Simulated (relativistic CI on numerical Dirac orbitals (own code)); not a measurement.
Transition arrays of Cs¹⁰⁺

These numbers are calculated, not measured: Dirac-Coulomb-Breit CI, separate exchange-only KLI orbitals for each configuration, model QED (radiative potential, 1s self-energy scaled to tabulated hydrogen-like ionisation energies), valence Slater integrals scaled by 0.9, whole transition arrays (own radial code, finite nucleus).

Configurations in the expansion (outside the closed core [Ar] 3d10 4s2): 4p6.4d9, 4p6.4d8.4f, 4p5.4d10, 4p6.4d8.5p, 4p6.4d8.5f. Levels of other configurations are missing.

All E1 lines from the levels of 4p6.4d9; mean and standard deviation are weighted by gf, and upper levels are sorted by their leading configuration.

```
Upper configuration  Lines    Σgf  Mean (eV)  Mean (nm)  σ (eV)  Strongest line (nm)
         4p6.4d8.4f     83  109.1     118.65     10.450    2.91               10.425
           4p5.4d10      2    0.0      85.70     14.468    0.74               14.424
         4p6.4d8.5p     59   10.2      96.04     12.910    1.72               13.055
         4p6.4d8.5f     81    4.7     157.44      7.875    2.01                7.806
```

Σgf per state of the lower configuration in bins of 0.2 nm over the central range (centre: value): 7.9: 0.39, 10.1: 0.72, 10.3: 1.49, 10.5: 8.54, 12.7: 0.16, 12.9: 0.52, 13.1: 0.29.

(1) How do configuration mixing and the scaling of the Slater integrals move the arrays?

Results:

(1) Slater scale 0.9, no configuration mixing: 4p6.4d8.4f 119.0 ± 3.0 eV (Σgf 104.4), 4p5.4d10 99.7 ± 5.8 eV (Σgf 5.4), 4p6.4d8.5p 96.0 ± 1.6 eV (Σgf 11.8), 4p6.4d8.5f 155.8 ± 2.1 eV (Σgf 0.1); Slater scale 1: 4p6.4d8.4f 121.1 ± 3.3 eV (Σgf 111.1), 4p5.4d10 84.6 ± 0.7 eV (Σgf 0.0), 4p6.4d8.5p 96.1 ± 1.9 eV (Σgf 9.9), 4p6.4d8.5f 157.7 ± 2.2 eV (Σgf 5.5); Slater scale 0.8: 4p6.4d8.4f 116.1 ± 2.9 eV (Σgf 107.5), 4p5.4d10 86.8 ± 0.7 eV (Σgf 0.0), 4p6.4d8.5p 95.9 ± 1.6 eV (Σgf 10.0), 4p6.4d8.5f 157.2 ± 1.9 eV (Σgf 4.0). With mixing, levels are counted to their leading configuration, so an array can shrink or vanish into another, and the sums then hold other lines.
